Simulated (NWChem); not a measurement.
System: BeF2; SMILES [Be]([F])[F]

Here is an NWChem input.

```
start job
memory heap 200 mb stack 900 mb global 1100 mb
geometry units angstroms noautosym nocenter noautoz
  Be     0.000000     0.000000     0.000000
  F      0.000000     0.000000     1.378264
  F      0.000000     0.000000    -1.378264
end
basis spherical
  * library aug-cc-pvdz
end
dft
  xc b3lyp
  iterations 150
end
property
  response 1 0.0773
end
task dft property
```

Coordinates come from a PBE0-D3(BJ)/def2-TZVP optimisation.

Field at 589 nm.

### Question
Predict the main results of this run. (B3LYP/aug-cc-pVDZ.) Quantities: isotropic polarisability (bohr³); anisotropy (bohr³).

### Answer
```yaml
isotropic polarisability (bohr³): 13.4
anisotropy (bohr³): 4.3
```
